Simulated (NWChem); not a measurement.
# ZnHSF; SMILES [F][Zn][SH]

```xyz
4

Zn    -0.2294     0.2595     0.0000
F     -0.2474     1.9764     0.0000
S     -0.2867    -1.8814     0.0000
H      1.0552    -2.0517     0.0000
```
Atoms are numbered in this order, from 1.

Level: B3LYP/6-31G* (spherical d) (NWChem), optimised geometry, unscaled harmonic frequencies. B3LYP is NWChem's, with the RPA form of VWN correlation.

```
frequency (cm⁻¹)  IR intensity (km/mol)
----------------  ---------------------
107                                20.3
113                                15.0
385                                 3.9
650                                 2.8
734                                69.1
2666                                7.3
```

The zero-point energy comes out as 6.7 kcal/mol and the thermal correction to the enthalpy at 298.15 K (with zero-point energy) is 10.3 kcal/mol. The heat capacity Cv comes out as 13.0 cal/(mol K). The entropy at 298.15 K and 1 atm (symmetry number 1) is 71.0 cal/(mol K). The dipole moment comes out as 1.25 D.

Rigid rotor and harmonic oscillator.
